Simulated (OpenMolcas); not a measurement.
Os II: terms and fine structure

```json
{
 "Program": "OpenMolcas",
 "Method": "MS-CASPT2, IPEA 0.25 Eh, imaginary shift 0.1 Eh (closed shells correlated: 5s 5p)",
 "Basis": "ANO-RCC-VQZP [9s8p6d4f3g2h]",
 "Scalar Hamiltonian": "DKH2, point nucleus",
 "Active space": "7 electrons in 6 orbitals (5d 6s)",
 "State averaging": "2S+1 = 6 even, 6 roots; 2S+1 = 4 even, 67 roots kept (CI in the orbitals of an earlier block); 2S+1 = 2 even, 93 roots kept (CI in the orbitals of an earlier block)",
 "Spin-orbit coupling": "state interaction with AMFI integrals over the reference wave functions, term energies averaged over their components"
}
```

With spin-orbit coupling, above the lowest level:

| Configuration | Term | J | E (cm-1) | Measured (cm-1) | g | Term weight % | Second |
| --- | --- | --- | --- | --- | --- | --- | --- |
| 5d6 6s | 6D | 9/2 | 0.0 | 0.0 | 1.531 | 89 | 7 5d7 4F |
| 5d6 6s | 6D | 7/2 | 3570 | 3593 | 1.563 | 92 | 4 5d7 4F |
| 5d6 6s | 6D | 5/2 | 4160 | 3929 | 1.640 | 62 | 27 4P(1) |
| 5d6 6s | 6D | 3/2 | 5870 | 5592 | 1.792 | 75 | 17 4P(1) |
| 5d5 6s2 | 6S | 5/2 | 6950 | 7892 | 1.868 | 68 | 16 5d6 6s 6D |
| 5d6 6s | 6D | 1/2 | 7090 | 6637 | 3.193 | 84 | 13 4P(1) |
| 5d7 | 4F | 9/2 | 7360 |  | 1.320 | 71 | 16 5d6 6s 4F |
| 5d6 6s | 4P(1) | 5/2 | 11340 |  | 1.601 | 43 | 21 5d5 6s2 6S |
| 5d6 6s | 4D(1) | 7/2 | 11820 |  | 1.302 | 43 | 37 5d7 4F |
| 5d6 6s | 2D(1) | 3/2 | 11940 |  | 1.110 | 26 | 24 2P |
| 5d7 | 4F | 7/2 | 13250 |  | 1.252 | 47 | 25 5d6 6s 4D(1) |
| 5d6 6s | 4P(1) | 3/2 | 13790 |  | 1.378 | 47 | 17 5d7 4F |
| 5d7 | 4F | 5/2 | 14550 |  | 1.160 | 64 | 13 5d6 6s 2D(1) |
| 5d6 6s | 4P(1) | 1/2 | 16100 |  | 2.608 | 67 | 18 4P(2) |
| 5d6 6s | 4G | 9/2 | 16500 |  | 1.140 | 31 | 24 4H |
| 5d6 6s | 4H | 7/2 | 17430 |  | 0.957 | 32 | 20 4D(1) |
| 5d6 6s | 4D(1) | 5/2 | 17850 |  | 1.338 | 66 | 7 4P(1) |
| 5d6 6s | 4D(1) | 3/2 | 18230 |  | 0.939 | 42 | 35 5d7 4F |
| 5d6 6s | 4G | 11/2 | 18360 |  | 1.205 | 53 | 46 4H |
| 5d6 6s | 4D(1) | 1/2 | 18600 |  | 0.267 | 64 | 20 2P |
| 5d6 6s | 4H | 13/2 | 19330 |  | 1.217 | 91 | 9 2I |
| 5d6 6s | 4G | 5/2 | 21010 |  | 0.899 | 38 | 27 2D(1) |
| 5d6 6s | 4G | 7/2 | 21470 |  | 1.086 | 30 | 28 2F(1) |
| 5d7 | 2G | 9/2 | 22320 |  | 1.128 | 58 | 14 5d6 6s 4F |
| 5d6 6s | 4H | 9/2 | 22530 |  | 1.060 | 34 | 21 2H |
| 5d6 6s | 2H | 11/2 | 22790 |  | 1.128 | 35 | 26 4H |
| 5d6 6s | 2D(1) | 5/2 | 22850 |  | 1.029 | 31 | 18 4G |
| 5d6 6s | 4D(1) | 3/2 | 23320 |  | 0.978 | 31 | 28 2D(1) |
| 5d6 6s | 4H | 7/2 | 25340 |  | 0.891 | 49 | 11 4F |
| 5d6 6s | 4D(2) | 3/2 | 25620 |  | 1.259 | 60 | 14 5d7 2P |
| 5d6 6s | 4D(2) | 1/2 | 25620 |  | 0.172 | 69 | 20 4D(1) |
| 5d6 6s | 4G | 9/2 | 25690 |  | 1.086 | 42 | 32 4H |
| 5d6 6s | 2H | 11/2 | 25710 |  | 1.146 | 51 | 19 4H |
| 5d6 6s | 2F(1) | 5/2 | 25840 |  | 0.980 | 56 | 13 4G |
| 5d6 6s | 4D(2) | 5/2 | 26980 |  | 1.301 | 47 | 13 2D(2) |
| 5d6 6s | 4D(2) | 7/2 | 27030 |  | 1.202 | 36 | 21 4G |
| 5d6 6s | 2S | 1/2 | 27200 |  | 1.599 | 45 | 14 4P(2) |
| 5d6 6s | 4F | 5/2 | 27680 |  | 1.153 | 36 | 21 4P(2) |
| 5d6 6s | 2H | 9/2 | 27760 |  | 1.115 | 45 | 31 4F |
| 5d6 6s | 4F | 3/2 | 27950 |  | 0.503 | 83 | 10 2D(2) |

Against the 5 measured excited levels shown (NIST Handbook of Basic Atomic Spectroscopic Data) the mean absolute deviation is 380 cm-1; the largest miss in energy is 5d5 6s2 6S 5/2 [68 %]: computed 6950, measured 7892 cm-1 (-11.9 %).

Spin-orbit coupling puts the lowest level 5337 cm-1 below the lowest spin-free term.

CASPT2 does not keep the components of a term degenerate, so their means are used; among the terms shown or strongly mixed into the levels shown the widest spread is 570 cm-1 (5d7 4F). Blocks of more than 70 roots (2S+1 = 2 even) ran without multistate coupling. Some levels mix across a computed gap that differs much from the measured one, so their mixing is not that of the real levels. Terms from blocks run as CI alone lack orbitals of their own. Configurations are named by rounded mean occupations; where the s occupation lies near a half they are strongly mixed, a name can repeat and a true partner stay unpaired. A single d shell beside an s shell can misplace configurations of different d count against each other. The CASPT2 spread within a term exceeds the gap to the next term for 5d7 4F and 5d6 6s 4P(1), 5d6 6s 2D(1) and 5d6 6s 4H, 5d6 6s 4G and 5d7 2G and others, so the order of their levels is uncertain, and so are names and mixing where such terms share a J. Computed and measured levels are paired by configuration, term and J; levels that our copy of the source lacks, or whose pairing is in doubt (as where it misses far off the trend of its configuration), stay unpaired and out of the deviations. Only configurations of the active space appear. The first state left out of the spin-orbit step lies near 45000 cm-1 above the lowest spin-free state of the reference (among the parities and spins computed), and the list stops at four fifths of that energy or lower. The table shows the lowest 40 of 61 levels.

The term weight is that of the spin-free term in the level, not the purity of its configuration. A share in square brackets marks a mixed level and gives the weight of the term that names it. A number in round brackets counts repeated terms of one configuration in the order of the reference energies.
